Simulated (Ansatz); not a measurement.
Reaction (formal hydrolysis of the As–S bond): `N[AsH]S` + H₂O → `N[AsH]O` + H₂S

Isolated molecules relaxed with PBE0-D4/def2-TZVP in Ansatz; ΔE leaves out vibrations. CCSD(T)/CBS adds triple-zeta CCSD(T) − MP2 to the extrapolated MP2 energy (def2 sets, frozen cores). This one scheme is used for every species. DFT in def2-TZVPP. HSE06 is defined as in plane-wave codes. For As outer-core shells are correlated without core-valence functions, which leaves a few kJ/mol of doubt a bond. Scalar relativity is left out up to krypton. One conformer a species, not always the lowest.

```tsv
level	ΔE (kJ/mol)	difference from CCSD(T)/CBS
PBE-D4	27.2	2.2
BLYP-D4	20.7	-4.3
r2SCANh-D4	24.2	-0.8
HSE06-D4	29.8	4.8
ωB97M-V	19.2	-5.8
B2PLYP	17.5	-7.5
PBE-QIDH	25.5	0.5
r2SCAN0	25.5	0.5
HSE06	27.2	2.2
CAM-B3LYP	12.0	-13.0
RPA@PBE/def2-TZVPP	12.8	-12.2
CCSD(T)/def2-SVP	9.5	-15.5
SCS-MP2/def2-TZVPP	16.6	-8.4
CCSD/def2-TZVPP	17.5	-7.5
SCS-MP2/def2-QZVPP	19.9	-5.1
HF/CBS(def2)	13.4	-11.6
CCSD(T)/CBS	25.0	0
```

Largest T1 diagnostic among the species: 0.012.

The D4 term adds +5.1 kJ/mol with B3LYP and +2.7 kJ/mol with PBE0; it sums over pairs of atoms, weighted by their polarisabilities, and B3LYP, whose exchange is more repulsive, gets the larger term. From r2SCAN to r2SCAN0 (25 % exact exchange), in def2-TZVPP and without D4, ΔE moves by +3.6 kJ/mol.

B3LYP here is the variant with VWN-RPA as its local correlation; programs differ in this.
